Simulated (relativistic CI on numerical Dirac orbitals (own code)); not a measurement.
**Electric-dipole transitions in Tl70+**

These numbers are calculated, not measured: Dirac-Coulomb-Breit CI, orbitals from a KLI potential per configuration, a model potential for QED, unscaled Slater integrals (own radial code, finite nucleus).

Configuration list (outside the closed core [Ne]): 3s, 3p, 3d, 4s, 4p, 4d, 4f, 5s, 5p, 5d, 5f, 5g, 6s, 6p, 6d. Levels of other configurations are missing.

| λ vac (Å) | Lower | Upper | A (s⁻¹) | gf | Branching (%) |
| --- | --- | --- | --- | --- | --- |
| 2.3281 | 3p 2P°_3/2 [3] | 5d 2D_5/2 [17] | 9.25e+13 | 4.51e-01 | 71.3 |
| 2.4136 | 3d 2D_3/2 [4] | 5f 2F°_5/2 [18] | 1.24e+14 | 6.49e-01 | 62.4 |
| 2.4693 | 3d 2D_5/2 [5] | 5f 2F°_7/2 [19] | 1.25e+14 | 9.16e-01 | 65.6 |
| 2.9065 | 3p 2P°_1/2 [2] | 4d 2D_3/2 [9] | 1.35e+14 | 6.83e-01 | 80.1 |
| 2.9981 | 3s 2S_1/2 [1] | 4p 2P°_1/2 [7] | 9.77e+13 | 2.63e-01 | 78.1 |
| 3.3103 | 3p 2P°_3/2 [3] | 4d 2D_5/2 [10] | 1.77e+14 | 1.75e+00 | 99.4 |
| 3.4657 | 3d 2D_3/2 [4] | 4f 2F°_5/2 [11] | 3.50e+14 | 3.78e+00 | 93.2 |
| 3.5696 | 3d 2D_5/2 [5] | 4f 2F°_7/2 [12] | 3.61e+14 | 5.52e+00 | 99.7 |
| 3.7586 | 3p 2P°_3/2 [3] | 4s 2S_1/2 [6] | 7.87e+13 | 3.33e-01 | 75.6 |
| 6.4503 | 4p 2P°_1/2 [7] | 5d 2D_3/2 [16] | 2.32e+13 | 5.79e-01 | 18.4 |
| 7.2299 | 4p 2P°_3/2 [8] | 5d 2D_5/2 [17] | 3.48e+13 | 1.64e+00 | 26.8 |
| 7.4872 | 4d 2D_3/2 [9] | 5f 2F°_5/2 [18] | 6.17e+13 | 3.11e+00 | 31.1 |
| 7.6866 | 4d 2D_5/2 [10] | 5f 2F°_7/2 [19] | 6.55e+13 | 4.64e+00 | 34.3 |
| 7.8722 | 4f 2F°_5/2 [11] | 5g 2G_7/2 [20] | 1.06e+14 | 7.88e+00 | 95.1 |
| 7.9584 | 4f 2F°_7/2 [12] | 5g 2G_9/2 [21] | 1.08e+14 | 1.03e+01 | 98.5 |
| 8.3163 | 4p 2P°_3/2 [8] | 5s 2S_1/2 [13] | 2.58e+13 | 5.35e-01 | 31.2 |
| 13.407 | 5p 2P°_3/2 [15] | 6d 2D_5/2 [26] | 1.00e+13 | 1.62e+00 | 11.4 |
| 15.558 | 5p 2P°_3/2 [15] | 6s 2S_1/2 [22] | 1.02e+13 | 7.41e-01 | 17.3 |
| 15.801 | 3p 2P°_1/2 [2] | 3d 2D_3/2 [4] | 3.17e+12 | 4.75e-01 | 99.6 |
| 16.300 | 3s 2S_1/2 [1] | 3p 2P°_3/2 [3] | 4.10e+12 | 6.54e-01 | 100.0 |
| 36.737 | 3p 2P°_3/2 [3] | 3d 2D_5/2 [5] | 3.13e+11 | 3.80e-01 | 99.7 |
| 39.350 | 4p 2P°_1/2 [7] | 4d 2D_3/2 [9] | 8.81e+11 | 8.18e-01 | 0.5 |
| 39.738 | 4s 2S_1/2 [6] | 4p 2P°_3/2 [8] | 9.79e+11 | 9.27e-01 | 1.4 |
| 78.830 | 5p 2P°_1/2 [14] | 5d 2D_3/2 [16] | 3.01e+11 | 1.12e+00 | 0.2 |
| 79.146 | 5s 2S_1/2 [13] | 5p 2P°_3/2 [15] | 3.17e+11 | 1.19e+00 | 0.5 |
| 91.999 | 4p 2P°_3/2 [8] | 4d 2D_5/2 [10] | 8.55e+10 | 6.51e-01 | 0.0 |
| 138.44 | 6p 2P°_1/2 [23] | 6d 2D_3/2 [25] | 1.22e+11 | 1.41e+00 | 0.1 |
| 138.72 | 6s 2S_1/2 [22] | 6p 2P°_3/2 [24] | 1.25e+11 | 1.45e+00 | 0.3 |
| 184.05 | 5p 2P°_3/2 [15] | 5d 2D_5/2 [17] | 2.94e+10 | 8.95e-01 | 0.0 |
| 322.49 | 6p 2P°_3/2 [24] | 6d 2D_5/2 [26] | 1.20e+10 | 1.12e+00 | 0.0 |

Terms are leading LS components. Brackets give the number of a level in order of energy, since labels repeat. The list gives strong lines, with weight on those to low levels, without lines whose two gauges differ by over a factor of 2.5. Levels whose partners in the same complex of configurations lie outside the list can be far off, and so can their lines. Rates are taken at the computed energies, electric ones in the length gauge.

At this charge energies of transitions that change n are usually good to better than 1 %, and those within a shell (Δn = 0) to a few per cent.

Problem. From the table, what is the radiative lifetime of 5d 2D_5/2?

Solution. The listed rates from this level add up to about 1.27e+14 s⁻¹, 98 % of its decay; with all channels τ = 7.70e-15 s.
